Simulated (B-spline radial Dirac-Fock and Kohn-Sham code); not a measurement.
# Relativistic shifts of the levels of Tc⁺

System: technetium as Tc⁺, 1s2 2s2 2p6 3s2 3p6 3d10 4s2 4p6 4d5 5s1.

Both columns are ΔSCF binding energies of the configuration average from an atomic code on a B-spline grid: non-relativistic Hartree-Fock with a point nucleus, and Dirac-Fock with a finite nucleus and the Coulomb interaction alone, averaged over the two j levels with weights 2j+1.

```csv
shell,Hartree-Fock (eV),Dirac-Fock (eV),shift (eV),shift (%)
1s,20578.1,21123.1,+545.03,+2.65
2s,2945.8,3075.0,+129.16,+4.38
2p,2707.3,2742.0,+34.71,+1.28
3s,544.0,569.0,+24.96,+4.59
3p,450.5,457.2,+6.77,+1.50
3d,279.2,275.0,-4.25,-1.52
4p,60.48,61.25,+0.77,+1.27
4d,18.68,18.13,-0.55,-2.94
5s,13.08,13.52,+0.44,+3.40
```

Relativity binds 1s, 2s, 2p, 3s, 3p, 4p, 5s more strongly, among those listed most of all 3s in relative terms, and 3d, 4d more weakly, because the contracted s and p shells screen the nucleus better.

Values without a named source are computed, but for edge energies of neutral atoms, which are taken from tables.
